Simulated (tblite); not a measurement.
Input of a run (GFN2-xTB geometry optimisation, gas phase (tblite 0.8.0)), started from a force field or distance geometry:
```
{"job": {"kind": "relax", "xc": "GFN2-xTB", "basis": "xTB"}, "charge": 0, "multiplicity": 1}
C     -2.531400    -0.279800    -1.354600
C     -1.303000    -0.262000    -0.862900
C     -0.930400     0.253700     0.507900
C     -2.059500     0.840600     1.346000
N      0.223500     0.270200     1.056300
C      1.437300    -0.226200     0.392400
Si     1.615700    -2.122800     0.694800
O      1.680900     0.202200    -0.957800
C      1.992000     1.580000    -1.038800
H     -3.409300     0.094100    -0.813000
H     -2.721200    -0.677200    -2.350300
H     -0.496800    -0.664800    -1.459700
H     -2.807900     0.060500     1.573600
H     -1.662600     1.197800     2.306300
H     -2.531900     1.681200     0.836300
H      2.279500     0.166200     0.997000
H      1.517800    -2.445200     2.153400
H      2.935700    -2.619900     0.214700
H      0.545600    -2.872600    -0.016500
H      1.170600     2.193600    -0.645400
H      2.906700     1.807300    -0.489700
H      2.138400     1.842100    -2.090500
```

Output (eV, eV/Å):
```
step      E/eV     max force
  0    -765.46513    1.513
  1    -765.54870    0.884
  2    -765.59749    0.516
  3    -765.61488    0.358
  4    -765.63670    0.348
  5    -765.64961    0.435
  6    -765.66647    0.402
  7    -765.67749    0.294
  8    -765.68381    0.138
  9    -765.68878    0.164
 10    -765.69470    0.207
 11    -765.69976    0.169
 12    -765.70363    0.118
 13    -765.70688    0.126
 14    -765.71035    0.148
 15    -765.71357    0.131
 16    -765.71588    0.117
 17    -765.71763    0.115
 18    -765.71958    0.105
 19    -765.72200    0.124
 20    -765.72458    0.117
 21    -765.72716    0.133
 22    -765.72999    0.127
 23    -765.73334    0.143
 24    -765.73667    0.128
 25    -765.73910    0.103
 26    -765.74073    0.080
 27    -765.74209    0.072
 28    -765.74340    0.089
 29    -765.74447    0.064
 30    -765.74521    0.054
 31    -765.74573    0.049
 32    -765.74619    0.058
 33    -765.74664    0.063
 34    -765.74707    0.050
 35    -765.74751    0.063
 36    -765.74794    0.049
 37    -765.74835    0.049
 38    -765.74873    0.045
 39    -765.74912    0.060
 40    -765.74953    0.065
 41    -765.74993    0.049
 42    -765.75028    0.040
 43    -765.75063    0.049
 44    -765.75101    0.051
 45    -765.75145    0.050
 46    -765.75195    0.066
 47    -765.75254    0.067
 48    -765.75322    0.069
 49    -765.75393    0.063
 50    -765.75457    0.057
 51    -765.75511    0.057
 52    -765.75563    0.065
 53    -765.75624    0.071
 54    -765.75699    0.058
 55    -765.75779    0.057
 56    -765.75847    0.049
 57    -765.75900    0.056
 58    -765.75947    0.047
 59    -765.75998    0.041
 60    -765.76054    0.049
 61    -765.76111    0.070
 62    -765.76160    0.059
 63    -765.76199    0.038
 64    -765.76229    0.043
 65    -765.76255    0.045
 66    -765.76279    0.050
 67    -765.76302    0.034
 68    -765.76322    0.039
 69    -765.76342    0.034
 70    -765.76365    0.039
 71    -765.76386    0.035
 72    -765.76402    0.026
 73    -765.76412    0.021
 74    -765.76422    0.020
 75    -765.76432    0.026
 76    -765.76444    0.032
 77    -765.76459    0.034
 78    -765.76473    0.029
 79    -765.76488    0.026
 80    -765.76503    0.026
 81    -765.76514    0.026
 82    -765.76525    0.022
 83    -765.76541    0.031
 84    -765.76565    0.038
 85    -765.76594    0.032
 86    -765.76617    0.034
 87    -765.76634    0.037
 88    -765.76651    0.034
 89    -765.76674    0.030
 90    -765.76698    0.038
 91    -765.76722    0.032
 92    -765.76745    0.036
 93    -765.76770    0.035
 94    -765.76802    0.051
 95    -765.76837    0.064
 96    -765.76872    0.059
 97    -765.76905    0.036
 98    -765.76936    0.037
 99    -765.76962    0.036
100    -765.76981    0.033
101    -765.76994    0.025
102    -765.77005    0.016
103    -765.77013    0.041
104    -765.77015    0.058
105    -765.77025    0.021
106    -765.77030    0.029
107    -765.77038    0.018
108    -765.77044    0.015
109    -765.77051    0.015
110    -765.77056    0.018
111    -765.77062    0.017
112    -765.77069    0.018
113    -765.77076    0.018
114    -765.77081    0.020
115    -765.77087    0.021
116    -765.77092    0.018
117    -765.77100    0.020
118    -765.77110    0.027
119    -765.77121    0.031
120    -765.77133    0.028
121    -765.77148    0.030
122    -765.77169    0.038
123    -765.77194    0.032
124    -765.77211    0.029
125    -765.77219    0.018
126    -765.77224    0.014
127    -765.77229    0.016
128    -765.77235    0.021
129    -765.77242    0.023
130    -765.77246    0.014
131    -765.77248    0.007
```

Task: Summarise the run.

Result: The energy falls by 0.307 eV over 131 L-BFGS steps, the largest force on an atom goes from 1.51 to 0.007 eV/Å, and the atoms move by 0.380 Å rms after alignment. The bond that changes most is N5–C6 (imine nitrogen to sp3 carbon bound to oxygen), which shortens by 0.071 Å. Bonds longer at the end by more than 0.005 Å: 2 of 21; shorter: 13. Among the angles that change most is Si7–C6–O8, from 115.1° to 103.4°. Among the dihedrals that turn most is C3–N5–C6–O8, from 48° to 25°. The energy never rose by more than 1e-5 eV on the way. The first step brought 27 % of the lowering.

Task: What are the final bond lengths?

Result: C1=C2 1.329 Å, C2–C3 1.463 Å, C3–C4 1.504 Å, C3=N5 1.273 Å, N5–C6 1.398 Å, C6–Si7 1.927 Å, C6–O8 1.423 Å, O8–C9 1.405 Å, C1–H10 1.077 Å, C1–H11 1.078 Å, C2–H12 1.081 Å, C4–H13 1.088 Å, C4–H14 1.086 Å, C4–H15 1.089 Å, C6–H16 1.102 Å, Si7–H17 1.462 Å, Si7–H18 1.462 Å, Si7–H19 1.462 Å, C9–H20 1.096 Å, C9–H21 1.098 Å, C9–H22 1.089 Å. Numbering counts from 1 in the input's order; the species is `C=C/C(C)=N\[C@@H]([SiH3])OC`.

The run took 1.9 s of wall time on one thread of an Arm Neoverse N1, no GPU, shared host with 64 logical CPUs at a one-minute load of 58.

Its GFN2-xTB frequencies are all real (lowest 38 cm⁻¹). One conformer, not necessarily the lowest.

The numbers are calculated, not measured.
